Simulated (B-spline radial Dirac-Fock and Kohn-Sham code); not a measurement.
## X-ray form factors of samarium in several charge states

These are calculated numbers from a radial finite-basis atomic code; the model is Dirac-Fock orbitals of the configuration average with a finite nucleus.

Configurations: Sm⁵²⁺ [He] 2s2 2p6; Sm⁵³⁺ [He] 2s2 2p5; Sm⁵⁵⁺ [He] 2s2 2p3; Sm⁵⁶⁺ [He] 2s2 2p2; Sm⁵⁷⁺ [He] 2s2 2p1. The first column is f₀ of Sm⁵²⁺, the others are differences from it.

| s (Å⁻¹) | Sm⁵²⁺ | Δ Sm⁵³⁺ | Δ Sm⁵⁵⁺ | Δ Sm⁵⁶⁺ | Δ Sm⁵⁷⁺ |
| --- | --- | --- | --- | --- | --- |
| 0 | 10.000 | -1.000 | -3.000 | -4.000 | -5.000 |
| 0.05 | 9.999 | -1.000 | -2.999 | -3.999 | -4.999 |
| 0.1 | 9.995 | -0.999 | -2.998 | -3.997 | -4.997 |
| 0.15 | 9.988 | -0.998 | -2.995 | -3.994 | -4.993 |
| 0.2 | 9.978 | -0.997 | -2.992 | -3.989 | -4.987 |
| 0.25 | 9.966 | -0.996 | -2.988 | -3.984 | -4.980 |
| 0.3 | 9.952 | -0.994 | -2.982 | -3.976 | -4.971 |
| 0.35 | 9.934 | -0.992 | -2.976 | -3.968 | -4.960 |
| 0.4 | 9.914 | -0.989 | -2.968 | -3.958 | -4.948 |
| 0.45 | 9.891 | -0.986 | -2.960 | -3.947 | -4.935 |
| 0.5 | 9.866 | -0.983 | -2.950 | -3.935 | -4.920 |
| 0.6 | 9.808 | -0.976 | -2.929 | -3.907 | -4.885 |
| 0.7 | 9.740 | -0.967 | -2.904 | -3.873 | -4.844 |
| 0.8 | 9.662 | -0.957 | -2.875 | -3.836 | -4.798 |
| 0.9 | 9.575 | -0.946 | -2.843 | -3.793 | -4.745 |
| 1 | 9.479 | -0.934 | -2.807 | -3.747 | -4.688 |
| 1.1 | 9.375 | -0.921 | -2.769 | -3.696 | -4.625 |
| 1.2 | 9.262 | -0.906 | -2.727 | -3.641 | -4.558 |
| 1.4 | 9.014 | -0.875 | -2.636 | -3.521 | -4.410 |
| 1.6 | 8.739 | -0.841 | -2.535 | -3.388 | -4.245 |
